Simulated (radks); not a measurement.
Values are calculated unless marked as measured or tabulated.
Question: These are the eigenvalues of the occupied orbitals of an atom or ion with whole-number occupations (Ry). Code: a radial shooting solver on a logarithmic mesh with Libxc functionals. Model: scalar-relativistic Kohn-Sham, LB94 model potential, spin-polarised, spherical densities, finite nucleus; Fermi nuclear charge, rms radius of each element as measured or else 0.836 A^(1/3) + 0.57 fm.

| orbital | eigenvalue |
|---|---|
| 1s down | -1489.693 |
| 1s up | -1489.675 |
| 2s up | -290.9905 |
| 2s down | -290.9619 |
| 2p up | -271.2087 |
| 2p down | -271.0507 |
| 3s up | -110.9818 |
| 3s down | -110.4275 |
| 3p up | -104.7033 |

Which element is it, and in what charge state? The configuration may be excited. Open shells, if any, are filled with parallel spins first.

Answer: Z = 41, niobium, charge +27: Nb27+ in [Ne] 3s2 3p2. The list shows which subshells hold electrons but not how many an open one holds; the 1s level, -744.85 hartree, gives Z - s = 38.6 by -(Z - s)^2/2, which with screening and relativity narrows Z to a few neighbours, and the depths of the outer levels then fix element, charge and occupations together.
